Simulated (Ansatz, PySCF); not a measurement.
Species: C$_{2}$H$_{6}$BrSi, net charge 0, doublet state. It need not be the lowest isomer of its formula. SMILES: C[Si](C)Br
Structure (B3LYP-D3(BJ)/def2-TZVP (Ansatz, an electronic-structure program) minimum search):
```xyz
10

Si     0.2268     0.0557    -1.0185
C     -1.0187    -1.1603    -1.7246
C     -0.2544     1.8329    -1.3906
Br     0.2675    -0.2053     1.2275
H     -0.7569    -2.1869    -1.4696
H     -1.0552    -1.0697    -2.8125
H     -2.0142    -0.9478    -1.3246
H     -0.2718     1.9980    -2.4702
H      0.4487     2.5347    -0.9428
H     -1.2513     2.0401    -0.9912
```
Charge 0, spin multiplicity 2.

Quantity: atomisation energy (electronic, to ground-state atoms), in kJ/mol. Valence correlation only, unless marked. Open shells are spin-unrestricted. Spin-orbit coupling is left out. Frozen are the shells of the preceding noble gas and the d and f shells that filled before the atom's block. No relativistic terms. The coupled-cluster limit lacks core correlation, which all-electron functionals hold. CBS(X,Y): correlation extrapolated as X^-3; Hartree-Fock from the larger set. [CCSD(T)-MP2]/basis is that difference in the basis named.

```json
[
 {"level": "HF-D3(BJ)/def2-TZVPD", "program": "PySCF + dftd3", "atomisation energy (kJ/mol)": "2867.4"},
 {"level": "HF-D4/def2-TZVPD", "program": "PySCF + dftd4", "atomisation energy (kJ/mol)": "2761.0"},
 {"level": "B3LYP/def2-TZVPD", "program": "Ansatz", "atomisation energy (kJ/mol)": "3480.5"},
 {"level": "r2SCANh-D4/def2-TZVPD", "program": "Ansatz + dftd4", "atomisation energy (kJ/mol)": "3535.7"},
 {"level": "r2SCAN0/def2-TZVPD", "program": "Ansatz", "atomisation energy (kJ/mol)": "3512.1"},
 {"level": "B2GP-PLYP-D4/def2-TZVPD", "program": "Ansatz + dftd4", "atomisation energy (kJ/mol)": "?"},
 {"level": "RPA@PBE/def2-QZVPP", "program": "Ansatz", "atomisation energy (kJ/mol)": "3321.0"},
 {"level": "SCS-MP2/6-31G", "program": "Ansatz", "atomisation energy (kJ/mol)": "2942.9"},
 {"level": "SCS-MP2/def2-SVP", "program": "Ansatz", "atomisation energy (kJ/mol)": "3330.4"},
 {"level": "RI-MP2/CBS(def2-TZVPP,def2-QZVPP)+[CCSD(T)-MP2]/def2-TZVPP", "program": "Ansatz", "atomisation energy (kJ/mol)": "3515.6"}
]
```

Q: Fill in the missing entries.

A: 
- B2GP-PLYP-D4/def2-TZVPD, atomisation energy (kJ/mol): 3470.9
